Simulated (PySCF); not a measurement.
## Polarisability and C₆ of In²⁺ (indium, charge +2)

[Kr] 4d9 5s1 5p1, one real determinant (an excited configuration). All numbers are calculated (PySCF 2.14, scalar relativity by spin-free X2C-1e, in x2c-QZVPPall with one added diffuse shell each of s, p, d, f type (14s10p8d5f1g, 128 functions)). Coupled (time-dependent) response in atomic units; α is the mean over directions.

```json
{"method": "PBE", "mean α (bohr³)": "15.62", "α xx, yy, zz": "15.71, 15.71, 15.43", "C₆ (like pair)": "90.28", "S(−4)": "97.29"}
```

S(−4) is the Cauchy moment in α(ω) = α(0) + S(−4) ω² + …

Spin-orbit coupling is absent.

α(iu) at PBE:

```csv
u (hartree),α(iu) (bohr³)
0,15.62
0.0500,15.38
0.100,14.71
0.200,12.64
0.300,10.41
0.500,7.128
0.750,4.907
1.00,3.706
1.50,2.453
2.00,1.789
3.00,1.085
5.00,0.5213
```

For an ion, C₆ is the dispersion term alone; charge-induced terms of lower order in 1/R come first.

The components differ because the open shell of this determinant is not spherical; for a pure term their mean is the scalar polarisability.

⟨L²⟩ = 8.01 against 12 for a pure F term, so this real determinant mixes terms.
